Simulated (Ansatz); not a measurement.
F₃Sb, singlet, geometry from GFN2-xTB (core potentials on Sb), atoms displaced at random by about 0.02 Å a coordinate; Ansatz (a program for electronic structure) with PBE0/def2-SVP.

Input for Ansatz:
Ansatz 0.2 input:
```yaml
crystal:
  periodic: [false, false, false]
  atoms:
    - {symbol: Sb, position_ang: [-0.00614851, 0.02638152, 0.39771261]}
    - {symbol: F, position_ang: [-1.23987274, -0.92112391, -0.75032468]}
    - {symbol: F, position_ang: [-0.18347291, 1.56392727, -0.74868780]}
    - {symbol: F, position_ang: [1.42917328, -0.63686275, -0.75946838]}
basis:
  gaussian:
    orbitals: def2-SVP
hamiltonian:
  xc: pbe0
relax: {max_displacement: 0.02}
```

What the program printed (banner, timings and long lists left out):

```
Functional definition: PBE0
780 factors; integrals over basis functions are off by at most 1.3e-4 eV
mean field evaluation 1: about -14669.9017 eV, gradient 5.7e1 eV
mean field evaluation 2: about -14651.2195 eV, gradient 1.2e2 eV
mean field evaluation 4: about -14675.7699 eV, gradient 4.0e0 eV
mean field evaluation 8: about -14675.8494 eV, gradient 7.6e-2 eV
mean field -14675.84940458 eV, -539.3275179702 hartree, gradient 1.7e-5 eV, S^2 0.000000; 0 other end points of the search recorded, 0 dependent functions left out
the calculation of the forces begins
reference -14675.84942305 eV, -539.3275186491 hartree; 25, 25 occupied and 43, 43 virtual orbitals, 780 factors
relax step   1: F+E_penalty+E_count = -14675.84940458 eV  Δ(F+E_penalty+E_count) = +0.000e0 eV  max|allowed force component| = 2.341e0 eV/Å  Δτ_max = 0.0000 Å  (25 SCF iters, accepted)
these checks for a lower state are left out or cut short: starts, cluster_reference, orbital_swaps, neighbouring_geometries, increment
780 factors; integrals over basis functions are off by at most 1.3e-4 eV
mean field evaluation 16: about -14675.8427 eV, gradient 2.1e0 eV
mean field -14675.90323053 eV, -539.3294960375 hartree, gradient 1.0e-5 eV, S^2 0.000000; 0 other end points of the search recorded, 0 dependent functions left out
the calculation of the forces begins
reference -14675.90324907 eV, -539.3294967189 hartree; 25, 25 occupied and 43, 43 virtual orbitals, 780 factors
relax step   2: F+E_penalty+E_count = -14675.90323053 eV  Δ(F+E_penalty+E_count) = -5.383e-2 eV  max|allowed force component| = 1.573e0 eV/Å  Δτ_max = 0.0195 Å  (29 SCF iters, accepted)
these checks for a lower state are left out or cut short: starts, cluster_reference, orbital_swaps, neighbouring_geometries, increment
780 factors; integrals over basis functions are off by at most 1.2e-4 eV
mean field -14675.94032715 eV, -539.3308593130 hartree, gradient 9.7e-6 eV, S^2 0.000000; 0 other end points of the search recorded, 0 dependent functions left out
the calculation of the forces begins
reference -14675.94034575 eV, -539.3308599967 hartree; 25, 25 occupied and 43, 43 virtual orbitals, 780 factors
relax step   3: F+E_penalty+E_count = -14675.94032715 eV  Δ(F+E_penalty+E_count) = -3.710e-2 eV  max|allowed force component| = 8.885e-1 eV/Å  Δτ_max = 0.0198 Å  (29 SCF iters, accepted)
these checks for a lower state are left out or cut short: starts, cluster_reference, orbital_swaps, neighbouring_geometries, increment
780 factors; integrals over basis functions are off by at most 1.2e-4 eV
mean field evaluation 32: about -14675.9684 eV, gradient 3.1e-1 eV
mean field -14675.96862403 eV, -539.3318992041 hartree, gradient 9.4e-6 eV, S^2 0.000000; 0 other end points of the search recorded, 0 dependent functions left out
the calculation of the forces begins
reference -14675.96864269 eV, -539.3318998899 hartree; 25, 25 occupied and 43, 43 virtual orbitals, 780 factors
relax step   4: F+E_penalty+E_count = -14675.96862403 eV  Δ(F+E_penalty+E_count) = -2.830e-2 eV  max|allowed force component| = 4.495e-1 eV/Å  Δτ_max = 0.0195 Å  (29 SCF iters, accepted)
these checks for a lower state are left out or cut short: starts, cluster_reference, orbital_swaps, neighbouring_geometries, increment
780 factors; integrals over basis functions are off by at most 1.2e-4 eV
mean field -14675.98969079 eV, -539.3326733935 hartree, gradient 9.3e-6 eV, S^2 0.000000; 0 other end points of the search recorded, 0 dependent functions left out
the calculation of the forces begins
reference -14675.98970951 eV, -539.3326740815 hartree; 25, 25 occupied and 43, 43 virtual orbitals, 780 factors
relax step   5: F+E_penalty+E_count = -14675.98969079 eV  Δ(F+E_penalty+E_count) = -2.107e-2 eV  max|allowed force component| = 2.404e-1 eV/Å  Δτ_max = 0.0194 Å  (29 SCF iters, accepted)
these checks for a lower state are left out or cut short: starts, cluster_reference, orbital_swaps, neighbouring_geometries, increment
780 factors; integrals over basis functions are off by at most 1.2e-4 eV
mean field -14676.00204415 eV, -539.3331273710 hartree, gradient 9.2e-6 eV, S^2 0.000000; 0 other end points of the search recorded, 0 dependent functions left out
the calculation of the forces begins
reference -14676.00206294 eV, -539.3331280616 hartree; 25, 25 occupied and 43, 43 virtual orbitals, 780 factors
relax step   6: F+E_penalty+E_count = -14676.00204415 eV  Δ(F+E_penalty+E_count) = -1.235e-2 eV  max|allowed force component| = 1.190e-1 eV/Å  Δτ_max = 0.0195 Å  (29 SCF iters, accepted)
these checks for a lower state are left out or cut short: starts, cluster_reference, orbital_swaps, neighbouring_geometries, increment
780 factors; integrals over basis functions are off by at most 1.2e-4 eV
mean field -14676.00686403 eV, -539.3333044985 hartree, gradient 9.1e-6 eV, S^2 0.000000; 0 other end points of the search recorded, 0 dependent functions left out
the calculation of the forces begins
reference -14676.00688291 eV, -539.3333051921 hartree; 25, 25 occupied and 43, 43 virtual orbitals, 780 factors
relax step   7: F+E_penalty+E_count = -14676.00686403 eV  Δ(F+E_penalty+E_count) = -4.820e-3 eV  max|allowed force component| = 2.373e-2 eV/Å  Δτ_max = 0.0200 Å  (28 SCF iters, accepted)
these checks for a lower state are left out or cut short: starts, cluster_reference, orbital_swaps, neighbouring_geometries, increment
780 factors; integrals over basis functions are off by at most 1.2e-4 eV
mean field -14676.00704790 eV, -539.3333112553 hartree, gradient 1.3e-5 eV, S^2 0.000000; 0 other end points of the search recorded, 0 dependent functions left out
the calculation of the forces begins
reference -14676.00706679 eV, -539.3333119496 hartree; 25, 25 occupied and 43, 43 virtual orbitals, 780 factors
relax step   8: F+E_penalty+E_count = -14676.00704790 eV  Δ(F+E_penalty+E_count) = -1.839e-4 eV  max|allowed force component| = 2.593e-3 eV/Å  Δτ_max = 0.0050 Å  (23 SCF iters, accepted)
780 factors; integrals over basis functions are off by at most 1.2e-4 eV
mean field evaluation 64: about -14675.9542 eV, gradient 3.1e-1 eV
mean field -14676.00704790 eV, -539.3333112553 hartree, gradient 1.3e-5 eV, S^2 0.000000; 1 other end points of the search recorded, 0 dependent functions left out
the calculation of the forces begins
reference -14676.00706679 eV, -539.3333119496 hartree; 25, 25 occupied and 43, 43 virtual orbitals, 780 factors
Total energy: -14676.00706679 eV, -539.3333119496 hartree
Atom 0 at     0.001146     0.009880     0.289068 Å, force    -0.000881    -0.002593    -0.000286 eV/Å
Atom 1 at    -1.313751    -0.961920    -0.712590 Å, force    -0.000004     0.000738     0.001019 eV/Å
Atom 2 at    -0.183440     1.629925    -0.719756 Å, force     0.000330     0.000969    -0.000923 eV/Å
Atom 3 at     1.495724    -0.645562    -0.717490 Å, force     0.000556     0.000886     0.000189 eV/Å
Dipole moment:     0.001372     0.002054     0.819270 e Å
```
